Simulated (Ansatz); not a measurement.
`CCCCCl` + `CC(=O)[SeH]` → `C[Se]C(C)=O` + `CCCCl`  (substitution at a C–C bond)

Isolated molecules relaxed with PBE0-D4/def2-TZVP in Ansatz; ΔE leaves out vibrations. CCSD(T)/CBS adds triple-zeta CCSD(T) − MP2 to the extrapolated MP2 energy (def2 sets, frozen cores). Functionals use def2-TZVPP. B3LYP here is the variant with VWN-RPA as its local correlation; programs differ in this. For Se outer-core shells are correlated without core-valence functions, which leaves a few kJ/mol of doubt a bond. Scalar relativity is left out up to krypton. Each species was taken in one conformer, which may not be the lowest.

(1) Is it downhill or uphill in electronic energy at CCSD(T)/CBS, and by how much? (Best estimate.)

(2) What do these levels give: r2SCAN-D4, B3LYP-D4, ωB97X-V, ωB97M-V, B2PLYP, PBE, r2SCAN, PBE0, MP2/def2-TZVPP, MP2/def2-QZVPP, SCS-MP2/def2-QZVPP, CCSD/CBS(def2)? (Estimate.)

Largest T1 diagnostic among the species: 0.014.

Answers

(1) Computed: Nearly level: ΔE = +1.2 kJ/mol.

(2) Ansatz gave: r2SCAN-D4 0.1, B3LYP-D4 -0.7, ωB97X-V 2.3, ωB97M-V 2.1, B2PLYP 0.3, PBE -0.5, r2SCAN 0.2, PBE0 2.2, MP2/def2-TZVPP -1.3, MP2/def2-QZVPP -1.6, SCS-MP2/def2-QZVPP -0.2, CCSD/CBS(def2) 2.9 kJ/mol.

In def2-TZVPP, CCSD(T) changes the Hartree–Fock value by −5.6 kJ/mol (the triples alone add −1.7 kJ/mol) and MP2 by −8.7 kJ/mol.
